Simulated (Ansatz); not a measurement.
# Match the barriers

Saddle point of CH$_{6}$FGe, doublet (GeH₃F ([F][GeH3]) + CH₃ → CH₃F ([CH3][F]) + GeH₃; bonds formed: F1–C3; bonds broken: F1–Ge2), PBE0-D4/def2-TZVP structure:

F1  (0.084, -0.219, 0.096)
Ge2  (-0.658, 1.575, -0.670)
C3  (0.699, -1.678, 0.714)
H4  (0.257, 2.708, -0.176)
H5  (-2.093, 1.758, -0.150)
H6  (-0.634, 1.474, -2.204)
H7  (1.628, -1.359, 1.168)
H8  (0.796, -2.280, -0.179)
H9  (-0.080, -1.979, 1.401)
(Å)

Program: Ansatz 0.2.0. Basis: def2-TZVPP, with def2-QZVPP for the basis limit. Cores are frozen in the correlated methods; orbitals are unrestricted. Filled d shells of the heavier atoms are correlated. The def2 sets are not built for correlating such inner shells, so the correlated values are less sure here. B3LYP uses VWN-RPA correlation. Extrapolation: Hartree–Fock as exp(−7.88 √X), correlation as X^−2.97. Four methods, as single points on the PBE0-D4 structures, gave these electronic barriers from the start structure: 91.5, 148.2, 189.2, 277.6 kJ/mol.

Problem. The methods were, in alphabetical order, B3LYP-D4, CCSD(T), HF, SPW92. Which gave which? (A judgement: the text doesn't fix the answer.)

Solution. By the calculation: SPW92 91.5; B3LYP-D4 148.2; CCSD(T) 189.2; HF 277.6 kJ/mol. For comparison, CCSD(T) at an estimated basis limit (MP2 extrapolated from triple and quadruple zeta, plus CCSD(T) − MP2 in triple zeta) gives 182.2 kJ/mol.

T1 diagnostic: at most 0.017. ⟨S²⟩ of the unrestricted Hartree–Fock references: 0.75 to 0.82 (a pure state has 0.75). The unrestricted reference is spin-contaminated, which hurts MP2 most. The end structure is not quite a true minimum (one mode of 72i cm⁻¹).

Radical steps of this kind take place in plasma deposition and etching.

Labels in which every atom is bracketed show which atoms are joined, not bond orders.

For scale, one of the runs: CCSD(T)/def2-TZVPP, 194 basis functions, launched by `ansatz run in.yaml --threads 8 --pin off --events-out ev --progress --plain --max-ram 19148MiB`. The run took 2.3 min on 8 CPU threads of an Arm Neoverse V1 (shared host), with 6.2 GiB of host memory at its peak.
